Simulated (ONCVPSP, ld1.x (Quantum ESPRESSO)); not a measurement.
# Pseudopotentials across the periodic table

Generated with ld1.x 7.5 (TM, RRKJ, ultrasoft, PAW), atompaw 4.2 or ONCVPSP 4.0.1. The cutoff is in Ry: for ld1.x and atompaw files where the sum of valence levels is converged to 10 mRy in a Bessel basis, for ONCV files where the hardest occupied wave has 1 mHa per electron of residual kinetic energy. The error is the largest all-electron minus pseudo excitation energy over each file’s own four to seven test configurations (ionisations up to +4, promotions, holes and added fractions of an electron), all of which were solved. The labels leave out finer settings (local radius, basis sizes, second energies), which also bear on the numbers. Spin-polarised tests are not counted. The rows are a selection from randomly drawn settings: files with unsolved tests, undetermined cutoffs or missed reference levels are left out.

A true bound ghost makes a file unfit for plane-wave use even where its test errors are small: the radial tests pick states by their node count and pass the ghost by.

```csv
element,potential,cutoff (Ry),largest error (meV),bound ghosts
Mg,"ONCV, PBE, non-relativistic, rc 1.15/1.25/1.30 (spd), local smoothed, core correction no, reference 2s2 2p6 3s1 3p1, qcut 11/10/8.2, projectors 2/3/1",87,-0.7,none
Te,"ONCV, LDA (Perdew-Wang 92), scalar-relativistic, rc 1.25/1.20/1.50 (spd), local smoothed, core correction yes, reference 4s2 4p6 4d10 5s1.75 5p4.25, qcut 12.7/14.7/12.8, projectors 2/2/2",133,-92,none
I,"PAW, LDA (PZ), scalar-relativistic, rc 1.90/1.65/1.20 (spd), local smoothed, core correction yes, reference 4d10 5s2 5p5",110,-198,"s, p"
W,"TM, LDA (PZ), scalar-relativistic, rc 2.70/2.75/2.55 (spd), local p, core correction no, reference 5d4 6s0 6p0",30,+79,none
```

**Question.** Fill in the row for Ge: TM, LDA (PZ), scalar-relativistic, rc 1.50/1.80/1.95 (spd), local d, core correction yes, reference 4s2 4p0.

**Answer.** cutoff 25 Ry, largest error -105 meV, bound ghosts: p.

**Question.** Fill in the row for F: TM, PBE, scalar-relativistic, rc 0.80/1.30 (sp), local s, core correction yes, reference 2s2 2p5.

**Answer.** cutoff 140 Ry, largest error +1617 meV, bound ghosts: none.

**Question.** Fill in the row for Cl: PAW, PBEsol, non-relativistic, rc 1.30/1.60 (sp), local smoothed, core correction yes, reference 3s2 3p5.

**Answer.** cutoff 25 Ry, largest error -20 meV, bound ghosts: none.
